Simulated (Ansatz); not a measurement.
Ansatz results at the PBE0-D4/def2-TZVP geometry: size of the dipole moment (ωB97M-V/def2-TZVPP) 1.73 D; LUMO energy (ωB97M-V/def2-TZVPP) 1.41 eV; HOMO–LUMO gap (PBE0/def2-TZVPP) 5.96 eV.

Each molecule was computed in one conformer, which needn't be the lowest.

Problem. Which molecule gave them?
A. `N[SiH2][TeH]`
B. `NC1O[SiH2][Se]1`
C. `N[CH]([SiH3])[ZnH]`
D. `CC1[SiH2]N1[SiH3]`

Solution. A. The others give `N[CH]([SiH3])[ZnH]`: 1.34, 0.65, 5.28; `CC1[SiH2]N1[SiH3]`: 1.34, 1.40, 6.75; `NC1O[SiH2][Se]1`: 1.22, 1.27, 6.23.
